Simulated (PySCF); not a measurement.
All values below come from PBE-D3(BJ)/def2-TZVP // BP86-D3(BJ)/def2-SVP in PySCF. All species are isolated molecules in the gas phase. One relaxed conformer stands for a flexible species; it need not be the lowest. 

Reference species: [Mo(=O)(NH2)4] (neutral, multiplicity 1).

```json
{
 "coordination_number": "5",
 "HOMO–LUMO gap": "2.60 eV",
 "HOMO": "-5.45 eV"
}
```

Changed species: [V(=O)(NH2)3] (M = V, oxo; the reference has M = Mo, oxo).

Task: Predict the effect on the coordination number, HOMO–LUMO gap and HOMO.

Result: the coordination number decreases by 1, to 4; the HOMO–LUMO gap goes up by 0.26 eV, to 2.86 eV; the HOMO rises by 0.29 eV, to -5.16 eV.
